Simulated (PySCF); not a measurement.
Atomic charges against the basis set

Species: B₃H₄NO₃.
Structure used (PBE0-D3(BJ)/def2-SVP), in Å, numbered top down from 1:
```xyz
11
B3H4NO3 angstrom
N      2.0339   -0.5795   -0.3188
B      0.7200   -0.2032   -0.0437
O     -0.3451   -0.9734   -0.4913
B     -1.6246   -0.6112   -0.1985
O     -1.8658    0.5243    0.5354
B     -0.8235    1.3051    0.9724
O      0.4583    0.9488    0.6849
H      2.8246   -0.0401    0.0021
H      2.2588   -1.4157   -0.8373
H     -2.5477   -1.2831   -0.5797
H     -1.0474    2.3019    1.6098
```

PBE0 throughout (PySCF), one geometry, spherical d and f functions. Isolated species at its PBE0-D3(BJ)/def2-SVP geometry, gas phase. Atoms taken as equivalent share a column and are averaged.

Mulliken charges (e):

```
        basis  functions      N1      B2   O3/O7   B4/B6      O5   H8/H9  H10/H11
     pcSseg-0         71  -0.870  +0.933  -0.690  +0.633  -0.680  +0.336   +0.030
       6-31G*        106  -0.815  +0.583  -0.397  +0.380  -0.381  +0.357   -0.033
      cc-pVDZ        118  -0.048  +0.010  -0.085  +0.094  -0.079  +0.106   -0.057
     def2-SVP        118  -0.102  +0.017  -0.140  +0.151  -0.131  +0.148   -0.051
  aug-cc-pVDZ        197  +0.012  +0.904  -0.474  -0.265  -0.363  -0.118   +0.581
6-311+G(2d,p)        213  -0.769  +1.392  -1.027  +0.846  -0.853  +0.261   +0.035
    def2-TZVP        241  -0.491  +0.366  -0.312  +0.248  -0.279  +0.251   +0.015
      cc-pVTZ        266  -0.262  +0.211  -0.180  +0.156  -0.176  +0.165   -0.027
     IGLO-III        285  -0.589  +0.806  -0.564  +0.576  -0.547  +0.220   -0.067
     pcSseg-2        308  -0.423  +0.678  -0.529  +0.569  -0.514  +0.175   -0.085
```

IAO charges (e):

```tsv
basis	functions	N1	B2	O3/O7	B4/B6	O5	H8/H9	H10/H11
pcSseg-0	71	-0.544	+0.475	-0.415	+0.368	-0.407	+0.278	+0.007
6-31G*	106	-0.594	+0.549	-0.454	+0.422	-0.446	+0.281	-0.004
cc-pVDZ	118	-0.584	+0.529	-0.441	+0.403	-0.433	+0.282	0.000
def2-SVP	118	-0.573	+0.523	-0.439	+0.406	-0.431	+0.279	-0.005
aug-cc-pVDZ	197	-0.612	+0.540	-0.450	+0.410	-0.440	+0.292	+0.003
6-311+G(2d,p)	213	-0.615	+0.546	-0.455	+0.418	-0.446	+0.293	+0.002
def2-TZVP	241	-0.614	+0.552	-0.458	+0.422	-0.449	+0.291	0.000
cc-pVTZ	266	-0.612	+0.551	-0.457	+0.421	-0.448	+0.291	0.000
IGLO-III	285	-0.618	+0.551	-0.458	+0.421	-0.448	+0.293	+0.001
pcSseg-2	308	-0.616	+0.551	-0.458	+0.423	-0.448	+0.292	0.000
```

Task: Which scheme is steadiest as the basis changes?

Result: Largest range over the bases for any column: IAO 0.08 e, Mulliken 1.38 e. IAO charges move least and Mulliken charges most, counted in e.

Task: How much do the charges still move between the two largest bases, IGLO-III and pcSseg-2?

Result: At most, over all atoms: Mulliken 0.166 e, IAO 0.002 e.

Task: What do the same runs give for the total energy, the frontier levels and the dipole moment?

Result: 
```
        basis  energy (Eh)  HOMO (eV)  LUMO (eV)  μ (D)
     pcSseg-0    -356.5094      -8.28      -0.23   2.80
       6-31G*    -357.3061      -7.93       0.23   2.54
      cc-pVDZ    -357.3328      -8.01       0.04   2.56
     def2-SVP    -357.0555      -8.11      -0.03   2.60
  aug-cc-pVDZ    -357.3557      -8.26      -0.28   2.26
6-311+G(2d,p)    -357.4284      -8.28      -0.28   2.28
    def2-TZVP    -357.4598      -8.24      -0.17   2.31
      cc-pVTZ    -357.4482      -8.21      -0.12   2.37
     IGLO-III    -357.4679      -8.26      -0.23   2.26
     pcSseg-2    -357.4614      -8.28      -0.23   2.28
```

The dipole is fixed by the density alone, so its range of 0.54 D shows that the density itself changes with the basis, not only its division among atoms.
